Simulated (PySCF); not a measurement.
Gas-phase reaction: 2 F + 4 GeH3 → 3 GeH4 + GeF2

Method: PySCF energies plus ideal-gas RRHO corrections (1 bar). † marks an energy on the PBE0/def2-TZVP geometry and frequencies; other levels use their own. CCSD(T) freezes the core. 6-31G* has spherical d functions here. Open shells (unrestricted): F (multiplicity 2, electronic degeneracy 6), GeH3 (multiplicity 2); the rest are closed-shell singlets. Spin-orbit splitting is ignored; it lowers the true energy and changes the entropy of F. B3LYP is the form with VWN-RPA correlation. Ge: all electrons, no relativistic terms. GeH3: computed as isolated molecules; such fragments, hydroxides, amides, oligomers or adducts are transient or little studied in the gas. CCSD(T) isn't extrapolated to the basis-set limit; its ΔH°(298 K) is -1223.5 kJ in def2-SVP and -1287.7 kJ in def2-TZVPP. The harmonic model lacks anharmonicity and excited electronic states, which grow with temperature; levels with a mode under 35 cm⁻¹ are left out.

| level | ΔE electronic, kJ | ΔH°(298 K), kJ | ΔS°(298 K), J/K | ΔG°(1000 K), kJ |
|---|---|---|---|---|
| B3LYP/6-31G* | -1308 | -1286 | -317 | -963 |
| CCSD(T)/def2-SVP† | -1245 | -1224 | -317 | -900 |
| HF/def2-TZVP† | -927 | -906 | -317 | -582 |
| M06-2X/def2-TZVP† | -1297 | -1276 | -317 | -952 |
| PBE/def2-TZVP† | -1355 | -1333 | -317 | -1009 |
| LDA/def2-TZVP† | -1539 | -1517 | -317 | -1194 |
ΔH° is lowest at LDA/def2-TZVP† and highest at HF/def2-TZVP†. No reference value is set beside these.
